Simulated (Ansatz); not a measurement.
Ag3. Total charge 0; doublet. Geometry PBE-D4/def2-TZVPD, that of the charge -1 singlet; atoms count from 1.

Cartesian coordinates in Å:
```
Ag 0.9984 2.2088 1.0832
Ag -1.0005 -2.2111 -1.0756
Ag 0.0021 0.0023 -0.0076
```

In the def2 sets Ag takes a core potential; there is no spin–orbit coupling. The structure comes from a short search, and lower isomers may exist.

Problem. Estimate the Mulliken populations from the PBE0/def2-TZVPD orbitals of Ansatz.

Solution. 
```
atom  charge (e)  spin (α − β)  d electrons
 Ag1        0.02          0.56         9.96
 Ag2        0.02          0.56         9.96
 Ag3       -0.04         -0.12         9.95
```
Mulliken values and Mayer orders depend strongly on the basis. With diffuse functions, as here, like atoms can get unlike values, and bond orders can come out too low or too high.

Problem. Where does the spin sit?

Solution. Summed by element: Ag 1.00, of 1 unpaired in all. Largest on single atoms: Ag1 0.56, Ag2 0.56, Ag3 -0.12.

Problem. And the Mayer bond orders between bonded heavy atoms (over 0.3)?

Solution. Ag1–Ag3 0.59 (2.66 Å); Ag2–Ag3 0.59 (2.65 Å).
